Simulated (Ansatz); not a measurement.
This geometry of F3H5O2SiTi (12 atoms, charge 0, multiplicity 1) is a first-order saddle point.

All numbers below come from Ansatz, RKS PBE/def2-SVP.

```xyz
12
Properties=species:S:1:pos:R:3
Ti 0.151 -0.307 0.086
O -0.049 -0.600 2.120
Si -1.303 -0.195 3.197
H -2.590 -0.850 2.782
H -0.907 -0.698 4.556
H -1.452 1.295 3.218
F 1.408 0.873 -0.170
F -1.386 0.566 0.217
F -0.168 -1.124 -1.439
O 1.044 -1.983 0.729
H 0.840 -2.827 0.287
H 0.486 -1.578 1.798
```

Task: Which two structures does it join? (They come from a converged band through this point; their orientation in space is the band's.)

Result: Bonds broken: O10–H12. Bonds formed: O2–H12.

Initial state:

```xyz
12
Properties=species:S:1:pos:R:3
Ti -0.069 -0.240 0.241
O -0.441 -0.654 1.974
Si -1.483 -0.119 3.195
H -2.904 -0.466 2.846
H -1.097 -0.823 4.467
H -1.347 1.367 3.383
F 1.336 0.777 -0.034
F -1.377 0.907 -0.030
F -0.460 -1.458 -0.996
O 1.500 -1.910 0.674
H 1.204 -2.638 0.092
H 1.209 -2.172 1.571
```

Final state:

```xyz
12
Properties=species:S:1:pos:R:3
Ti 0.166 -0.446 0.003
O 0.085 -0.566 2.300
Si -1.295 -0.148 3.235
H -2.489 -0.974 2.858
H -0.950 -0.408 4.675
H -1.517 1.309 3.001
F 1.419 0.769 0.215
F -1.506 0.104 0.290
F 0.161 -0.651 -1.743
O 0.641 -2.162 0.437
H 0.941 -2.770 -0.265
H 0.416 -1.487 2.375
```

Task: How far does it lie above each of them?

Result: 0.57 eV above the first and 0.32 eV above the second. This is the barrier of this one path; another mechanism may lie lower. The orbitals stay closed-shell, which can raise the energy where a bond breaks towards radicals; this wasn't checked here.

Run time: 2.2 min on 4 threads of Arm Neoverse V2, on a shared host, peak memory 0.23 GiB.
